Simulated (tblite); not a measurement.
A tight-binding relaxation on `CB[Si@@]1(N)[SiH2][SiH2][C@@H]1C`.

Computed with GFN2-xTB geometry optimisation, gas phase (tblite 0.8.0). Start geometry: from a force field or distance geometry. The command runs a driver script over a list of jobs; the input below is this job's line of settings and its coordinates in Å.

Command:
```bash
OMP_NUM_THREADS=1 python probes_run.py task.json out
```

Input:
```
{"job": {"kind": "relax", "xc": "GFN2-xTB", "basis": "xTB"}, "charge": 0, "multiplicity": 1}
C      3.227600    -0.123400     0.442100
B      1.880600     0.681600     0.800900
Si     0.302200     0.090500    -0.122800
N      0.571800     0.236400    -1.890800
Si    -0.161800    -1.996100     0.564700
Si    -2.108100    -0.963800     0.749400
C     -1.320000     0.727800     0.496500
C     -2.079700     1.419400    -0.619700
H      3.517400    -0.838300     1.232800
H      4.039900     0.571600     0.161700
H      3.032000    -0.742100    -0.473000
H      1.971800     1.711900     1.352000
H      0.847800     1.181400    -2.169500
H     -0.220900    -0.145600    -2.442200
H     -0.027400    -2.979700    -0.490700
H      0.453600    -2.282400     1.855300
H     -2.739700    -1.134300     2.068300
H     -3.028500    -1.372900    -0.305400
H     -1.316600     1.320300     1.431200
H     -3.014600     1.870800    -0.215000
H     -2.370200     0.598000    -1.324100
H     -1.467700     2.188000    -1.102500
```

**Question.** What does the run print?

**Answer.** 
```
step      E/eV     max force
  0    -620.05558    3.490
  1    -620.42829    1.244
  2    -620.60386    0.925
  3    -620.71623    0.900
  4    -620.82862    0.956
  5    -620.91279    0.689
  6    -620.97201    0.510
  7    -621.02000    0.523
  8    -621.06863    0.632
  9    -621.10928    0.510
... (124 lines left out)
134    -621.32165    0.020
135    -621.32169    0.013
136    -621.32173    0.013
137    -621.32176    0.014
138    -621.32179    0.015
139    -621.32182    0.012
140    -621.32184    0.013
141    -621.32186    0.011
142    -621.32188    0.013
143    -621.32189    0.009
```

«max force» is the largest atomic force in eV/Å.

**Question.** From which step on does the largest force stay under 0.1 eV/Å, and how much energy is left to gain from there?

**Answer.** From step 84 (0.094 eV/Å), 18.2 meV above the end.

Summary of the converged run: energy lowered by 29.2 kcal/mol over 143 steps; largest atomic force 0.009 eV/Å at the end.

**Question.** Where do the atoms end?

**Answer.** 0.639 Å rms from the input after alignment:
```
atom  x, y, z in Å
C1     3.4062    0.5475    0.1898
B2     1.9901    0.5075    0.8694
Si3    0.4240   -0.1768   -0.0434
N4     0.6803   -0.2244   -1.7692
Si5   -0.5152   -2.2762    0.5458
Si6   -2.4067   -0.9549    0.8657
C7    -1.3307    0.5965    0.4345
C8    -1.9300    1.5014   -0.6371
H9     3.9867   -0.2956    0.5712
H10    3.9798    1.4365    0.4518
H11    3.3945    0.4561   -0.8938
H12    1.9388    0.7897    2.0097
H13    1.0313    0.6002   -2.2305
H14   -0.0167   -0.6540   -2.3562
H15   -0.6051   -3.3597   -0.4470
H16    0.0076   -2.9744    1.7312
H17   -3.0459   -0.8225    2.1839
H18   -3.5333   -1.0821   -0.0722
H19   -1.2134    1.2094    1.3351
H20   -2.8984    1.8927   -0.3261
H21   -2.0762    0.9522   -1.5660
H22   -1.2784    2.3502   -0.8477
```

**Question.** How long does this job take on Intel Xeon at 2.50 GHz, one thread (shared host)?

**Answer.** About 3.3 s.
Labels such as C1 count atoms from 1, the log's own numbers from 0.
